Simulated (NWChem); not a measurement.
GaSiH₅; SMILES [SiH3][GaH2]

```xyz
7

Ga     0.0084     0.8621    -0.0040
H     -1.3546     1.6511     0.0159
H      1.3478     1.6893     0.0204
Si     0.0143    -1.5543    -0.0270
H     -0.2754    -2.0529     1.3582
H      1.3280    -2.1323    -0.4512
H     -1.0496    -2.1003    -0.9287
```
Atoms are numbered in this order, from 1.

Program: NWChem. All runs use the structure optimised with PBE0/def2-SVP. GIAO values for the isolated, static molecule; σ is the absolute isotropic shielding, δ = σ(reference) − σ with the isolated reference molecule computed at the same levels (1H: tetramethylsilane, 29Si: tetramethylsilane).

For level PBE0/pcSseg-1:

σ Ga1 (ppm): 1006.6
δ H2 (ppm): 7.01
δ H3 (ppm): 7.04
δ Si4 (ppm): -117.4
δ H5 (rotor mean) (ppm): 3.49

Problem. What are these values for level LDA (Slater exchange, VWN5)/pcSseg-1?

Solution. 
- σ Ga1 (ppm): 757.2
- δ H2 (ppm): 8.05
- δ H3 (ppm): 8.09
- δ Si4 (ppm): -125.9
- δ H5 (rotor mean) (ppm): 3.75
